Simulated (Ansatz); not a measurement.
(Br2In-mu-SH)3 (In₃H₃S₃Br₆). Total charge 0; singlet. Geometry PBE-D4/def2-SVP.

```xyz
15

In   -1.182   -1.376    1.409
Br   -2.209   -3.237    2.711
Br   -2.079    0.966    1.543
S     1.371   -1.267    1.788
In    1.955    1.111    0.888
Br    3.985    0.820   -0.549
Br    1.915    2.480    2.982
S     0.223    2.096   -0.765
In   -0.834    0.266   -2.256
Br    0.811    0.042   -4.129
Br   -3.259    0.767   -2.619
S    -0.912   -2.057   -1.070
H     1.261   -0.768    3.055
H     1.210    2.299   -1.696
H    -2.257   -2.142   -1.291
```

In the def2 sets In takes a core potential; there is no spin–orbit coupling. Single mean-field runs in def2-TZVP are fitted with def2-universal-jkfit.

**Question.** Estimate the orbital energies around the gap (eV) in Ansatz with PBE-D4/def2-SVP, PBE-D4/def2-TZVP, PBE0-D4/def2-SVP, PBE0-D4/def2-TZVP, BHLYP-D4/def2-TZVP.

**Answer.** 
```csv
orbital,PBE-D4/def2-SVP,PBE-D4/def2-TZVP,PBE0-D4/def2-SVP,PBE0-D4/def2-TZVP,BHLYP-D4/def2-TZVP
HOMO−13,-8.40,-8.47,-9.68,-9.69,-10.74
HOMO−12,-8.11,-8.19,-9.39,-9.42,-10.47
HOMO−11,-7.56,-7.68,-8.91,-8.97,-10.09
HOMO−10,-7.54,-7.67,-8.89,-8.95,-10.07
HOMO−9,-7.43,-7.57,-8.79,-8.86,-9.98
HOMO−8,-7.40,-7.54,-8.75,-8.83,-9.94
HOMO−7,-7.29,-7.44,-8.64,-8.73,-9.84
HOMO−6,-7.27,-7.40,-8.61,-8.68,-9.78
HOMO−5,-7.22,-7.37,-8.58,-8.67,-9.78
HOMO−4,-7.20,-7.35,-8.56,-8.64,-9.75
HOMO−3,-7.18,-7.33,-8.52,-8.61,-9.72
HOMO−2,-7.16,-7.32,-8.51,-8.60,-9.69
HOMO−1,-7.14,-7.28,-8.47,-8.54,-9.62
HOMO,-7.05,-7.21,-8.40,-8.49,-9.59
LUMO,-3.90,-4.01,-3.21,-3.27,-2.43
LUMO+1,-3.65,-3.77,-2.92,-2.99,-2.11
LUMO+2,-3.45,-3.58,-2.71,-2.79,-1.89
LUMO+3,-1.85,-2.27,-1.11,-1.48,-0.67
LUMO+4,-1.39,-1.60,-0.73,-0.89,-0.13
LUMO+5,-1.31,-1.58,-0.64,-0.83,-0.02
```
